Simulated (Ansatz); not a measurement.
Geometry optimisation, UHF/def2-SVP in Ansatz 0.2.0.

input.yaml

```yaml
crystal:
  periodic: [false, false, false]
  atoms:
    - { symbol: Zr, position_ang: [-0.319535, 0.090122, 0.358572] }
    - { symbol: F, position_ang: [-0.754996, 1.060229, 2.015693] }
    - { symbol: O, position_ang: [1.567879, -0.021522, -0.00319] }
    - { symbol: H, position_ang: [2.480477, -0.220703, -0.121936] }
    - { symbol: O, position_ang: [-1.090622, 1.215949, -0.998662] }
    - { symbol: H, position_ang: [-1.445456, 1.726851, -1.702424] }
    - { symbol: O, position_ang: [-1.187103, -1.624159, 0.23191] }
    - { symbol: H, position_ang: [-1.489113, -2.515034, 0.203014] }
    - { symbol: "N", position_ang: [0.480316, -0.672356, 3.317818] }
    - { symbol: H, position_ang: [-0.372631, -0.718878, 3.887485] }
    - { symbol: H, position_ang: [1.038786, 0.031002, 3.82922] }
magnetization:
  spin_polarized: true
  initial_magnetization: 1
basis:
  gaussian: { orbitals: def2-SVP }
hamiltonian:
  xc: hf
relax:
  f_tol: 0.03
  max_steps: 50
```

Command:

```bash
$ ansatz run input.yaml --threads 4 --pin off --max-ram 5120MiB --backend cpu --events-out ev --progress --plain --runs-dir out
```

Question: Where does it end, and by what steps?

Answer: The forces met the threshold. The force dipped under the threshold on the way, but the program's further checks kept it going. After 49 steps the energy has fallen by 0.405 eV; H11 moved furthest, 1.34 Å.

| step | energy less start (eV) | largest force component (eV/Å) | accepted |
| --- | --- | --- | --- |
| 0 | 0.0000 | 0.860 | yes |
| 2 | -0.0270 | 3.184 | no |
| 4 | -0.1728 | 0.771 | yes |
| 6 | -0.3003 | 1.092 | yes |
| 8 | -0.3351 | 0.314 | yes |
| 10 | -0.3505 | 0.796 | no |
| 12 | -0.3820 | 0.174 | yes |
| 14 | -0.3922 | 0.203 | no |
| 16 | -0.3945 | 0.179 | yes |
| 18 | -0.3965 | 0.069 | yes |
| 20 | -0.3968 | 0.034 | yes |
| 22 | -0.3977 | 0.107 | yes |
| 24 | -0.3983 | 0.200 | yes |
| 26 | -0.4000 | 0.051 | yes |
| 28 | -0.4006 | 0.035 | yes |
| 30 | -0.4016 | 0.082 | yes |
| 32 | -0.3982 | 0.234 | no |
| 34 | -0.4024 | 0.050 | yes |
| 36 | -0.4006 | 0.351 | no |
| 38 | -0.4033 | 0.179 | no |
| 40 | -0.4029 | 0.151 | no |
| 42 | -0.4043 | 0.031 | yes |
| 44 | -0.4045 | 0.051 | yes |
| 46 | -0.4048 | 0.049 | yes |
| 48 | -0.4045 | 0.075 | no |
| 49 | -0.4049 | 0.014 | yes |

```xyz
11
Properties=species:S:1:pos:R:3
Zr -0.353 0.152 0.675
F -1.174 1.447 1.885
O 1.609 0.153 0.504
H 2.308 0.343 -0.097
O -0.873 0.937 -1.015
H -1.189 1.371 -1.785
O -1.192 -1.608 0.626
H -1.659 -2.340 0.269
N 0.356 -0.596 2.961
H -0.119 -0.383 3.829
H 1.195 -1.124 3.166
```

Whether the end is a true minimum wasn't checked by a vibrational analysis.

Time of the run: 77 s on 4 threads of Intel(R) Xeon(R) Platinum 8488C (Sapphire Rapids), with other jobs on the host, peak memory 0.41 GiB.
